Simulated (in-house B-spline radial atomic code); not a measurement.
Successive ionisation energies of neon; each step leads to the configuration of the next row (after the last: bare). NIST's values go from ground level to ground level; the uncertainty of those that are theory runs from under 0.1 % in few-electron ions to several per cent in heavy many-electron ones. Computed with an all-electron radial atomic-structure program (B-spline basis): non-relativistic Hartree-Fock, average of the configuration, point nuclei.

```
 ion  configuration  ionisation energy (eV)  tabulated value (eV)  computed minus tabulated (eV)  highest orbital  largest mean radius (bohr)
  Ne   [He] 2s2 2p6                    19.8              21.56454                           -1.7               2p                     0.96527
 Ne+   [He] 2s2 2p5                    41.0              40.96297                            0.1               2p                     0.87588
Ne2+   [He] 2s2 2p4                    65.6               63.4233                            2.2               2p                     0.82785
Ne3+   [He] 2s2 2p3                    93.3                 97.19                           -3.9               2p                     0.79637
Ne4+   [He] 2s2 2p2                   124.1               126.247                           -2.2               2p                     0.76643
Ne5+   [He] 2s2 2p1                   157.8               157.934                           -0.1               2p                     0.73824
Ne6+       [He] 2s2                   203.5               207.271                           -3.7               2s                     0.71178
Ne7+       [He] 2s1                   238.6               239.097                           -0.5               2s                     0.68795
Ne8+            1s2                  1193.5              1195.808                           -2.3               1s                     0.15586
Ne9+            1s1                  1360.6              1362.199                           -1.6               1s                        0.15
```

Where is the largest jump?

From Ne7+ to Ne8+, by a factor of 5.00 (238.64 to 1193.5 eV); the highest orbital goes from 2s to 1s.

How far is this level of theory from the measured and semi-empirical values?

Over those 8 rows the differences run from -3.89 to +2.17 eV (mean absolute value 1.8 eV). The calculation leaves out relativity, correlation and, in open shells, the multiplet splittings that an average leaves out.
